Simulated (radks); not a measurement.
Initial-state core-level shifts of the tantalum ion Ta+ when its valence configuration changes from [Xe] 4f14 5d3 6s1. All-electron calculation, Dirac Kohn-Sham, LDA (Slater exchange, Perdew-Wang correlation), spin-unpolarised, spherical densities, finite nucleus; open shells are shared between the two j in proportion to 2j + 1; Fermi nuclear charge, rms radius 5.3507 fm. Program: a radial shooting solver on a logarithmic mesh with Libxc functionals. Shifts are changes of the shell-averaged eigenvalues in eV (positive: less bound); the change of the density at the nucleus, which sets a Mossbauer isomer shift, is in e/bohr^3, on a base of 1.307e+06.

| valence | 1s | 3p | 3d | 5s | density at nucleus |
|---|---|---|---|---|---|
| 4f14 5d2 6s2 | -2.466 | -2.547 | -2.560 | -2.512 | +99.7 |
| 4f14 5d2 6s1 6p1 | -3.960 | -4.019 | -4.032 | -3.972 | +17.6 |
| 4f13 5d3 6s1 6p1 | -13.206 | -15.326 | -15.218 | -8.368 | +98.2 |
| 4f13 5d3 6s2 | -11.719 | -13.860 | -13.753 | -6.918 | +185.7 |
| 4f14 5d3 6p1 | -1.463 | -1.439 | -1.438 | -1.435 | -79.7 |
| 4f12 5d3 6s1 6p2 | -27.619 | -32.130 | -31.908 | -17.089 | +209.0 |
| 4f14 5d4 | +2.134 | +2.215 | +2.225 | +2.213 | -85.7 |
| 4f13 5d2 6s1 6p2 | -17.622 | -19.813 | -19.724 | -12.667 | +121.1 |
| 4f13 5d4 6s1 | -9.033 | -11.086 | -10.964 | -4.239 | +79.1 |
